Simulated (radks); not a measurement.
Task: The antimony ion Sb4+ is in [Kr] 4d10 5s1. Method: scalar-relativistic Kohn-Sham, PBE, spin-polarised, spherical densities, finite nucleus; Fermi nuclear charge, rms radius of each element as measured or else 0.836 A^(1/3) + 0.57 fm; computed with a radial shooting solver on a logarithmic mesh with Libxc functionals. Open shells are filled with parallel spins first. One electron is removed from 4p, 5s, 4d, 4s in turn, with full relaxation. Which removal costs least, and what does each cost?

Result: 5s 55.722 eV; 4d 85.181 eV; 4p 154.93 eV; 4s 202.50 eV. The 5s electron leaves first.
